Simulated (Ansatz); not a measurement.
System (SMILES): [S]=[Ge] (S-Ge) (closed-shell singlet).
Atoms: Ge1, S2. Bonds: Ge1-S2.

Basis-set convergence of the highest harmonic wavenumber at CCSD(T) with Ansatz (a program for electronic structure). Each level at its own minimum, finite differences of forces, unscaled; the reference is a large set that could be run, not a limit. Cartesian d functions, on some or all atoms, in 6-31G*, 6-311G**; all else is spherical. Cores are frozen (with 3d on Ga to Br). No added dispersion term, no relativity. Reference: the value in cc-pV(Q+d)Z, 574 cm⁻¹, itself unsure by roughly 6 cm⁻¹ (its mean distance from aug-cc-pV(T+d)Z, def2-TZVPPD). Deviations are taken from unrounded values. Cost is core time over that of cc-pV(D+d)Z, rough, on shared machines of one kind.

| basis | functions | highest harmonic wavenumber (cm⁻¹) | minus reference (cm⁻¹) | cost |
|---|---|---|---|---|
| cc-pV(D+d)Z | 50 | 564 | -10 | 1× |
| def2-SVP | 50 | 570 | -4 | 0.8× |
| 6-31G* | 54 | 566 | -8 | 1× |
| aug-cc-pV(D+d)Z | 68 | 553 | -21 | 2× |
| 6-311G** | 71 | 563 | -11 | 3× |
| pcseg-2 | 77 | 574 | 0 | 3× |
| cc-pV(T+d)Z | 82 | 570 | -3 | 4× |
| def2-TZVP | 85 | 571 | -3 | 4× |
| def2-TZVPP | 90 | 572 | -2 | 5× |
| def2-TZVPPD | 105 | 570 | -4 | 5× |
| aug-cc-pV(T+d)Z | 114 | 567 | -7 | 20× |
| cc-pV(Q+d)Z | 132 | 574 | 0 | 20× |

The smallest set listed that lies within 50 cm⁻¹ of the reference with all its larger relatives (same family, alike in diffuse functions; a set with none counts only in the reference's own line) is cc-pV(D+d)Z (50 functions, 1× in cost, -10 cm⁻¹ off), level with def2-SVP. Inside, with no larger relative to test it: pcseg-2, def2-TZVPPD.
